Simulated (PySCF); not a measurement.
PySCF job for Al(F)(H)(NHMe) (CH5AlFN), SMILES [F][AlH][NH]C, r2SCAN-D4/def2-SVP. 

```python
import numpy as np
from pyscf import gto, scf, dft
from pyscf.geomopt import geometric_solver

mol = gto.M(
    atom='''
    Al    0.38787995   -0.64943072    0.00000000
    F    -0.34992481   -2.12243017   -0.00000000
    H     1.89977518   -0.67473411    0.00000000
    N    -0.50589921    0.88980705    0.00000000
    C     0.08537337    2.22340665   -0.00000000
    H    -1.52006684    0.94745527   -0.00000000
    H    -0.20687889    2.79160410   -0.88791476
    H    -0.20687889    2.79160409    0.88791476
    H     1.16998767    2.11945227    0.00000000
    ''',
    basis='def2-SVP',
    charge=0,
    spin=0,
    max_memory=1600,
    verbose=3,
)
mf = dft.RKS(mol, xc='r2scan').density_fit(auxbasis='def2-universal-jkfit')
mf.disp = 'd4'
mf.grids.level = 4
mf.conv_tol = 1e-9
mf.max_cycle = 100
mf.kernel()
grad = mf.nuc_grad_method()
grad.grid_response = mol.nao <= 150
conv, mol_eq = geometric_solver.kernel(grad, convergence_set='GAU_TIGHT', maxsteps=100)
print(mol_eq.tostring(format='xyz'))
mf.reset(mol_eq)
mf.kernel()
```

It prints:

```
converged SCF energy = -437.877929300602
[banner and settings of the optimiser left out]
Geometry optimization cycle 1
Cartesian coordinates (Angstrom)
 Atom        New coordinates             dX        dY        dZ
  Al   0.387880  -0.649431   0.000000    0.000000  0.000000  0.000000
   F  -0.349925  -2.122430   0.000000    0.000000  0.000000  0.000000
   H   1.899775  -0.674734   0.000000    0.000000  0.000000  0.000000
   N  -0.505899   0.889807   0.000000    0.000000  0.000000  0.000000
   C   0.085373   2.223407   0.000000    0.000000  0.000000  0.000000
   H  -1.520067   0.947455   0.000000    0.000000  0.000000  0.000000
   H  -0.206879   2.791604  -0.887915    0.000000  0.000000  0.000000
   H  -0.206879   2.791604   0.887915    0.000000  0.000000  0.000000
   H   1.169988   2.119452   0.000000    0.000000 -0.000000  0.000000

WARN: Mole.unit (angstrom) is changed to Bohr

converged SCF energy = -437.877929300575
--------------- DFRKS_Scanner gradients ---------------
         x                y                z
0 Al     0.0111669733    -0.0134741912     0.0000000001
1 F     0.0101892130     0.0090557454    -0.0000000000
2 H    -0.0199061311    -0.0021106577    -0.0000000000
3 N    -0.0004098611     0.0039488553     0.0000000004
4 C     0.0052735458     0.0142688378     0.0000000021
5 H     0.0015645636     0.0027346870    -0.0000000000
6 H     0.0002723406    -0.0055588155     0.0053704649
7 H     0.0002723412    -0.0055588178    -0.0053704674
8 H    -0.0084229852    -0.0033056434     0.0000000000
----------------------------------------------
cycle 1: E = -437.877929301  dE = -437.878  norm(grad) = 0.0367613
Step    0 : Gradient = 1.225e-02/2.002e-02 (rms/max) Energy = -437.8779293006
Hessian Eigenvalues: 2.30000e-02 2.30000e-02 2.51712e-02 ... 3.71152e-01 4.30383e-01 4.50142e-01

Geometry optimization cycle 2
Cartesian coordinates (Angstrom)
 Atom        New coordinates             dX        dY        dZ
[...]
   N  -0.489867   0.870957  -0.000000    0.019387  0.003717  0.000000
   C   0.077765   2.210491   0.000000   -0.009003  0.009900 -0.000000
   H  -1.506716   0.899882  -0.000000    0.019263 -0.005969  0.000000
   H  -0.215383   2.795634  -0.892124   -0.015651  0.008909 -0.000045
   H  -0.215383   2.795634   0.892124   -0.015651  0.008909  0.000045
   H   1.178875   2.153906   0.000000   -0.007151  0.028576  0.000000
converged SCF energy = -437.88057251559
--------------- DFRKS_Scanner gradients ---------------
         x                y                z
0 Al    -0.0027467969    -0.0010484118     0.0000000000
1 F     0.0008317666    -0.0000591256    -0.0000000000
2 H     0.0010682607     0.0006249733    -0.0000000000
3 N     0.0006012581    -0.0021357452    -0.0000000000
4 C    -0.0001282029     0.0015891641    -0.0000000001
5 H     0.0004090741     0.0012800776    -0.0000000000
6 H    -0.0001103960     0.0000168763    -0.0001815141
7 H    -0.0001103961     0.0000168764     0.0001815142
8 H     0.0001854324    -0.0002846850    -0.0000000000
----------------------------------------------
cycle 3: E = -437.880572516  dE = -0.000178881  norm(grad) = 0.00451089
Step    2 : Displace = 2.620e-02/5.830e-02 (rms/max) Trust = 1.414e-01 (+) Grad = 1.504e-03/2.940e-03 (rms/max) E (change) = -437.8805725156 (-1.789e-04) Quality = 1.282
Hessian Eigenvalues: 2.30000e-02 2.30000e-02 2.51712e-02 ... 3.85216e-01 4.26168e-01 4.55461e-01

Geometry optimization cycle 4
Cartesian coordinates (Angstrom)
 Atom        New coordinates             dX        dY        dZ
  Al   0.409005  -0.653049  -0.000000    0.010967  0.004973  0.000000
   F  -0.461703  -2.076722  -0.000000   -0.011404  0.015731  0.000000
   H   1.984070  -0.691667  -0.000000    0.007733 -0.032374 -0.000000
   N  -0.482380   0.873769  -0.000000    0.007486  0.002812 -0.000000
   C   0.073537   2.213382   0.000000   -0.004228  0.002891 -0.000000
   H  -1.500151   0.885095  -0.000000    0.006565 -0.014786  0.000000
   H  -0.222152   2.798827  -0.891485   -0.006769  0.003194  0.000638
   H  -0.222152   2.798827   0.891485   -0.006769  0.003194 -0.000638
   H   1.175294   2.168272   0.000000   -0.003581  0.014367  0.000000
converged SCF energy = -437.880654082754
--------------- DFRKS_Scanner gradients ---------------
         x                y                z
0 Al    -0.0007070629     0.0010584638     0.0000000000
1 F     0.0001127798    -0.0007975921    -0.0000000000
2 H     0.0004142165    -0.0001119972    -0.0000000000
3 N     0.0006265826     0.0002596449     0.0000000000
4 C    -0.0005436118    -0.0011958212    -0.0000000001
5 H    -0.0000771947     0.0005061845    -0.0000000000
6 H     0.0000009753     0.0001235156    -0.0001630381
7 H     0.0000009753     0.0001235157     0.0001630382
8 H     0.0001723399     0.0000340861     0.0000000000
----------------------------------------------
cycle 4: E = -437.880654083  dE = -8.15672e-05  norm(grad) = 0.00223954
Step    3 : Displace = 1.604e-02/3.322e-02 (rms/max) Trust = 2.000e-01 (+) Grad = 7.465e-04/1.314e-03 (rms/max) E (change) = -437.8806540828 (-8.157e-05) Quality = 1.178
Hessian Eigenvalues: 2.30000e-02 2.30000e-02 2.51712e-02 ... 4.04183e-01 4.36323e-01 4.54396e-01

Geometry optimization cycle 5
Cartesian coordinates (Angstrom)
 Atom        New coordinates             dX        dY        dZ
  Al   0.415840  -0.656924  -0.000000    0.006835 -0.003875 -0.000000
   F  -0.476336  -2.067187  -0.000000   -0.014633  0.009535  0.000000
   H   1.988471  -0.709875  -0.000000    0.004401 -0.018208  0.000000
   N  -0.471464   0.872865  -0.000000    0.010916 -0.000904 -0.000000
   C   0.071488   2.217935   0.000000   -0.002049  0.004553  0.000000
   H  -1.489281   0.873865  -0.000000    0.010870 -0.011231  0.000000
   H  -0.229392   2.801110  -0.891039   -0.007239  0.002283  0.000446
   H  -0.229392   2.801110   0.891039   -0.007239  0.002283 -0.000446
   H   1.173434   2.183835   0.000000   -0.001860  0.015563  0.000000
converged SCF energy = -437.880673143371
--------------- DFRKS_Scanner gradients ---------------
         x                y                z
0 Al     0.0002123247     0.0004614486     0.0000000000
1 F    -0.0001751808    -0.0004669787    -0.0000000000
2 H    -0.0000957488    -0.0000081407    -0.0000000000
3 N     0.0003067223     0.0001317099     0.0000000000
4 C    -0.0006073761    -0.0008474777    -0.0000000000
5 H     0.0001182108     0.0002524788    -0.0000000000
6 H     0.0000918226     0.0001803074    -0.0000259612
7 H     0.0000918226     0.0001803074     0.0000259612
8 H     0.0000574026     0.0001163451     0.0000000000
----------------------------------------------
cycle 5: E = -437.880673143  dE = -1.90606e-05  norm(grad) = 0.00137562
Step    4 : Displace = 1.277e-02/1.872e-02 (rms/max) Trust = 2.828e-01 (+) Grad = 4.585e-04/1.043e-03 (rms/max) E (change) = -437.8806731434 (-1.906e-05) Quality = 1.129
Hessian Eigenvalues: 2.30000e-02 2.30000e-02 2.51712e-02 ... 3.76562e-01 4.20546e-01 4.55834e-01

Geometry optimization cycle 6
Cartesian coordinates (Angstrom)
 Atom        New coordinates             dX        dY        dZ
  Al   0.416863  -0.656838  -0.000000    0.001023  0.000085 -0.000000
   F  -0.478453  -2.064369  -0.000000   -0.002117  0.002818 -0.000000
   H   1.989513  -0.711706  -0.000000    0.001043 -0.001830 -0.000000
   N  -0.470701   0.872971  -0.000000    0.000764  0.000106  0.000000
   C   0.071794   2.218899   0.000000    0.000306  0.000964  0.000000
   H  -1.488648   0.871293  -0.000000    0.000633 -0.002571  0.000000
   H  -0.230308   2.800895  -0.891197   -0.000916 -0.000215 -0.000158
   H  -0.230308   2.800895   0.891197   -0.000916 -0.000215  0.000158
   H   1.173615   2.184693   0.000000    0.000181  0.000858 -0.000000
converged SCF energy = -437.880675568271
--------------- DFRKS_Scanner gradients ---------------
         x                y                z
0 Al     0.0001491601     0.0000648278     0.0000000000
1 F    -0.0000506268    -0.0000726353     0.0000000000
2 H    -0.0000695583    -0.0000018555    -0.0000000000
3 N     0.0000162923     0.0001222954     0.0000000000
4 C    -0.0001093600    -0.0002697751    -0.0000000000
5 H     0.0000050654     0.0000220293    -0.0000000000
6 H     0.0000187541     0.0000443263    -0.0000115814
7 H     0.0000187541     0.0000443263     0.0000115814
8 H     0.0000215191     0.0000464608     0.0000000000
----------------------------------------------
cycle 6: E = -437.880675568  dE = -2.4249e-06  norm(grad) = 0.00038357
Step    5 : Displace = 1.799e-03/3.516e-03 (rms/max) Trust = 3.000e-01 (+) Grad = 1.279e-04/2.911e-04 (rms/max) E (change) = -437.8806755683 (-2.425e-06) Quality = 1.152
Hessian Eigenvalues: 2.30000e-02 2.30000e-02 2.51712e-02 ... 3.59951e-01 4.19131e-01 4.56516e-01

Geometry optimization cycle 7
Cartesian coordinates (Angstrom)
 Atom        New coordinates             dX        dY        dZ
  Al   0.416778  -0.656947  -0.000000   -0.000085 -0.000108 -0.000000
   F  -0.478613  -2.064227  -0.000000   -0.000160  0.000142 -0.000000
   H   1.989656  -0.711864  -0.000000    0.000143 -0.000159 -0.000000
   N  -0.470525   0.872967  -0.000000    0.000176 -0.000004  0.000000
   C   0.071901   2.219228   0.000000    0.000107  0.000329  0.000000
   H  -1.488483   0.871097  -0.000000    0.000165 -0.000196  0.000000
   H  -0.230506   2.800861  -0.891249   -0.000199 -0.000034 -0.000052
   H  -0.230506   2.800861   0.891249   -0.000199 -0.000034  0.000052
   H   1.173665   2.184759   0.000000    0.000050  0.000065 -0.000000
converged SCF energy = -437.88067570729
--------------- DFRKS_Scanner gradients ---------------
         x                y                z
0 Al     0.0000148489    -0.0000192560     0.0000000000
1 F     0.0000015114     0.0000108295     0.0000000000
2 H    -0.0000097025     0.0000024871    -0.0000000000
3 N    -0.0000095278     0.0000100848    -0.0000000000
4 C    -0.0000045972    -0.0000215179     0.0000000000
5 H     0.0000018213    -0.0000002193    -0.0000000000
6 H     0.0000014635     0.0000060226    -0.0000011791
7 H     0.0000014635     0.0000060226     0.0000011791
8 H     0.0000027189     0.0000055467    -0.0000000000
----------------------------------------------
cycle 7: E = -437.880675707  dE = -1.39019e-07  norm(grad) = 4.01116e-05
Step    6 : Displace = 2.159e-04/3.483e-04 (rms/max) Trust = 3.000e-01 (=) Grad = 1.337e-05/2.432e-05 (rms/max) E (change) = -437.8806757073 (-1.390e-07) Quality = 1.063
Hessian Eigenvalues: 2.30000e-02 2.30000e-02 2.51712e-02 ... 3.67370e-01 4.22598e-01 4.56511e-01

Geometry optimization cycle 8
Cartesian coordinates (Angstrom)
 Atom        New coordinates             dX        dY        dZ
  Al   0.416754  -0.656928  -0.000000   -0.000025  0.000019 -0.000000
   F  -0.478560  -2.064267  -0.000000    0.000053 -0.000040 -0.000000
   H   1.989667  -0.711875  -0.000000    0.000010 -0.000011 -0.000000
   N  -0.470522   0.872981  -0.000000    0.000003  0.000013  0.000000
   C   0.071904   2.219257   0.000000    0.000002  0.000029 -0.000000
   H  -1.488483   0.871120  -0.000000    0.000000  0.000023  0.000000
   H  -0.230526   2.800850  -0.891258   -0.000020 -0.000011 -0.000009
   H  -0.230526   2.800850   0.891258   -0.000020 -0.000011  0.000009
   H   1.173661   2.184747   0.000000   -0.000004 -0.000011  0.000000
converged SCF energy = -437.880675709449
--------------- DFRKS_Scanner gradients ---------------
         x                y                z
0 Al     0.0000000927    -0.0000057657     0.0000000000
1 F     0.0000018107     0.0000043753     0.0000000000
2 H    -0.0000009485     0.0000003186    -0.0000000000
3 N    -0.0000007839     0.0000010423    -0.0000000000
4 C     0.0000008000    -0.0000019233     0.0000000000
5 H    -0.0000009944     0.0000001460    -0.0000000000
6 H    -0.0000002363     0.0000007481    -0.0000006167
7 H    -0.0000002363     0.0000007481     0.0000006167
8 H     0.0000004961     0.0000003106    -0.0000000000
----------------------------------------------
cycle 8: E = -437.880675709  dE = -2.15954e-09  norm(grad) = 8.12769e-06
Step    7 : Displace = 2.909e-05/5.271e-05 (rms/max) Trust = 3.000e-01 (=) Grad = 2.709e-06/5.766e-06 (rms/max) E (change) = -437.8806757094 (-2.160e-09) Quality = 1.150
Hessian Eigenvalues: 2.30000e-02 2.30000e-02 2.51712e-02 ... 3.67370e-01 4.22598e-01 4.56511e-01
Converged! =D

9
XYZ from PySCF
Al          0.41675353       -0.65692778       -0.00000000
F          -0.47855965       -2.06426712       -0.00000000
H           1.98966661       -0.71187523       -0.00000000
N          -0.47052217        0.87298055       -0.00000000
C           0.07190370        2.21925696        0.00000000
H          -1.48848304        0.87112043       -0.00000000
H          -0.23052638        2.80084978       -0.89125772
H          -0.23052638        2.80084978        0.89125772
H           1.17366130        2.18474706        0.00000000
converged SCF energy = -437.880675709451
```

The run converged.

Cost: very roughly 3 core-minutes.
